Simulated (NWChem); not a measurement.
System: PbHOF, singlet; SMILES [OH][Pb][F]

Excerpt of the output:

```
             Northwest Computational Chemistry Package (NWChem) 7.3.0
             --------------------------------------------------------

 CS  symmetry detected

                             Geometry "geometry" -> ""
                             -------------------------

 Output coordinates in angstroms (scale by  1.889725989 to convert to a.u.)

  No.       Tag          Charge          X              Y              Z
 ---- ---------------- ---------- -------------- -------------- --------------
    1 Pb                  82.0000     0.26355035     0.03971512     0.00000000
    2 F                    9.0000    -0.93211906    -1.64428515     0.00000000
    3 O                    8.0000    -1.37708867     1.33801428     0.00000000
    4 H                    1.0000    -2.20534826     0.83781213     0.00000000

 Effective nuclear repulsion energy (a.u.)     390.4556150808

      Symmetry information
      --------------------

 Group name             Cs
 Group number              2
 Group order               2
 No. of unique centers     4

 Summary of "ao basis" -> "ao basis" (spherical)
 ------------------------------------------------------------------------------
       Tag                 Description            Shells   Functions and Types
 ---------------- ------------------------------  ------  ---------------------
 Pb                         def2-svp                10       26   4s4p2d
 F                          def2-svp                 6       14   3s2p1d
 O                          def2-svp                 6       14   3s2p1d
 H                          def2-svp                 3        5   2s1p

      Symmetry analysis of basis
      --------------------------

        a'         42
        a"         17

            General Information
            -------------------
          SCF calculation type: DFT
          Wavefunction type:  closed shell.
          No. of atoms     :     4
          No. of electrons :    40
           Alpha electrons :    20
            Beta electrons :    20
          Charge           :     0
          Spin multiplicity:     1
          Use of symmetry is: on ; symmetry adaption is: on
          Maximum number of iterations: 150
          AO basis - number of functions:    59
                     number of shells:    25
          Convergence on energy requested:  1.00D-06
          Convergence on density requested:  1.00D-05
          Convergence on gradient requested:  5.00D-04

              XC Information
              --------------
                     Hartree-Fock (Exact) Exchange  1.000
                     LC-wPBE(h)Exchange Functional  1.000
            Perdew 1991 LDA Correlation Functional  1.000 local
           PerdewBurkeErnz. Correlation Functional  1.000 non-local

           Range-Separation Parameters
           ---------------------------
           Alpha           :  0.00
           Beta            :  1.00
           Gamma           :  0.15
           Short-Range HF  :     F

             Grid Information
             ----------------
          Grid used for XC integration:  medium
          Radial quadrature: Mura-Knowles
          Angular quadrature: Lebedev.
          Tag              B.-S. Rad. Rad. Pts. Rad. Cut. Ang. Pts.
          ---              ---------- --------- --------- ---------
          Pb                  1.80      123           9.0       590
          F                   0.50       49           8.0       434
          O                   0.60       49           8.0       434
          H                   0.35       45          10.0       434
          Grid pruning is: on
          Number of quadrature shells:   266
          Spatial weights used:  Erf1

      Superposition of Atomic Density Guess
      -------------------------------------

 Sum of atomic energies:        -393.84303752

      Non-variational initial energy
      ------------------------------

 Total energy =    -366.183254
 1-e energy   =    -814.559761
 2-e energy   =     329.923823
 HOMO         =      -0.369336
 LUMO         =      -0.041374

      Symmetry analysis of molecular orbitals - initial
      -------------------------------------------------

  Numbering of irreducible representations:

     1 a'          2 a"

  Orbital symmetries:

     1 a'          2 a'          3 a'          4 a'          5 a'
     6 a"          7 a'          8 a'          9 a'         10 a'
    11 a"         12 a"         13 a'         14 a'         15 a'
    16 a'         17 a"         18 a'         19 a"         20 a'
    21 a"         22 a'         23 a'         24 a'         25 a'
    26 a"         27 a'         28 a'         29 a"         30 a"

   convergence    iter        energy       DeltaE   RMS-Dens  Diis-err
 ---------------- ----- ----------------- --------- --------- ---------
 d= 0,ls=0.0,diis     1   -368.1436724960 -4.87D+02  3.87D-02  1.33D+00
 d= 0,ls=0.0,diis     2   -367.5806507116  5.63D-01  2.25D-02  7.34D+00
 d= 0,ls=0.0,diis     3   -368.3217726665 -7.41D-01  2.50D-03  1.41D-02
 d= 0,ls=0.0,diis     4   -368.3207294400  1.04D-03  1.35D-03  2.64D-02
 d= 0,ls=0.0,diis     5   -368.3231645742 -2.44D-03  3.07D-04  1.02D-03
  Resetting Diis
 d= 0,ls=0.0,diis     6   -368.3232604074 -9.58D-05  6.84D-05  2.25D-05
 d= 0,ls=0.0,diis     7   -368.3232630669 -2.66D-06  1.43D-05  2.53D-07
 d= 0,ls=0.0,diis     8   -368.3232631200 -5.32D-08  6.29D-06  2.32D-07

         Total DFT energy =     -368.323263120046
      One electron energy =     -817.156696318794
           Coulomb energy =      365.778732169743
    Exchange-Corr. energy =      -35.397982144577
 Nuclear repulsion energy =      118.452683173582

 Numeric. integr. density =       39.999996967317

                  Occupations of the irreducible representations
                  ----------------------------------------------

                     irrep           alpha         beta
                     --------     --------     --------
                     a'               15.0         15.0
                     a"                5.0          5.0

                       DFT Final Molecular Orbital Analysis
                       ------------------------------------

 Vector   18  Occ=2.000000D+00  E=-3.528607D-01  Symmetry=a'
              MO Center= -5.6D-01, -8.6D-01,  3.6D-16, r^2= 2.8D+00
   Bfn.  Coefficient  Atom+Function         Bfn.  Coefficient  Atom+Function
  ----- ------------  ---------------      ----- ------------  ---------------
    31      0.510191  2 F  py                34     -0.362633  2 F  py
     3      0.288428  1 Pb s                  1     -0.213062  1 Pb s
     4      0.207008  1 Pb s                 30      0.199678  2 F  px
    11      0.196891  1 Pb px                12      0.187293  1 Pb py
    45     -0.167950  3 O  py                33     -0.142924  2 F  px

 Vector   19  Occ=2.000000D+00  E=-3.176558D-01  Symmetry=a"
              MO Center= -1.3D+00,  1.0D+00, -3.8D-16, r^2= 1.5D+00
   Bfn.  Coefficient  Atom+Function         Bfn.  Coefficient  Atom+Function
  ----- ------------  ---------------      ----- ------------  ---------------
    46      0.579824  3 O  pz                49      0.443587  3 O  pz
    32      0.195148  2 F  pz                35     -0.147853  2 F  pz
    13      0.128284  1 Pb pz                16      0.105913  1 Pb pz
    18     -0.078628  1 Pb d -1              20     -0.055404  1 Pb d  1
    23      0.049764  1 Pb d -1              10     -0.046098  1 Pb pz

 Vector   20  Occ=2.000000D+00  E=-3.140963D-01  Symmetry=a'
              MO Center= -8.3D-01,  5.2D-01,  9.7D-16, r^2= 3.1D+00
   Bfn.  Coefficient  Atom+Function         Bfn.  Coefficient  Atom+Function
  ----- ------------  ---------------      ----- ------------  ---------------
    45      0.446122  3 O  py                48      0.345617  3 O  py
    30      0.278453  2 F  px                11      0.256454  1 Pb px
    44     -0.222388  3 O  px                 3      0.216373  1 Pb s
    33     -0.201478  2 F  px                 4      0.192323  1 Pb s
     1     -0.158448  1 Pb s                 47     -0.153997  3 O  px

 Vector   21  Occ=0.000000D+00  E=-3.490169D-02  Symmetry=a"
              MO Center=  1.8D-01,  8.0D-02, -4.6D-14, r^2= 3.6D+00
   Bfn.  Coefficient  Atom+Function         Bfn.  Coefficient  Atom+Function
  ----- ------------  ---------------      ----- ------------  ---------------
    13      0.562981  1 Pb pz                16      0.547915  1 Pb pz
    46     -0.226266  3 O  pz                49     -0.202867  3 O  pz
    10     -0.188238  1 Pb pz                 7     -0.182204  1 Pb pz
    32      0.177285  2 F  pz                35     -0.147605  2 F  pz
    25     -0.063468  1 Pb d  1              20      0.058770  1 Pb d  1

 Vector   22  Occ=0.000000D+00  E= 3.287616D-02  Symmetry=a'
              MO Center=  4.0D-01,  7.3D-02, -1.4D-15, r^2= 4.3D+00
   Bfn.  Coefficient  Atom+Function         Bfn.  Coefficient  Atom+Function
  ----- ------------  ---------------      ----- ------------  ---------------
    15      0.760597  1 Pb py                12      0.429141  1 Pb py
    43     -0.264956  3 O  s                 29      0.250221  2 F  s
    30     -0.183048  2 F  px                 9     -0.157537  1 Pb py
    17     -0.153417  1 Pb d -2              33      0.153028  2 F  px
     6     -0.151554  1 Pb py                22      0.116635  1 Pb d -2

[...]
```

Level: LC-wPBE (HJS exchange hole, range parameter 0.15 per bohr)/def2-SVP with def2 effective core potentials on Pb, vertical spin-unrestricted ions. Low-valent species are run as closed-shell singlets; no triplet was tried in these runs. The geometry was optimised at PBE0/def2-SVP. def2 effective core potentials on Pb; no spin-orbit coupling.

Q: Which NWChem input produces such a log?

A: This is not unique; one that fits is the input that was run:
```
start job
memory heap 200 mb stack 900 mb global 1100 mb
geometry units angstroms noautoz
  Pb     0.291751     0.055623     0.000000
  F     -1.113682    -1.457731     0.000000
  O     -1.165205     1.557141     0.000000
  H     -2.051716     1.169437     0.000000
end
basis spherical
  * library def2-svp
end
ecp
  Pb library def2-ecp
end
dft
  xc xwpbe 1.00 cpbe96 1.0 hfexch 1.00
  cam 0.15 cam_alpha 0.0 cam_beta 1.0
  iterations 150
  vectors input atomic output neutral.movecs
end
task dft energy
charge 1
dft
  odft
  mult 2
  vectors input atomic output cation.movecs
end
task dft energy
```
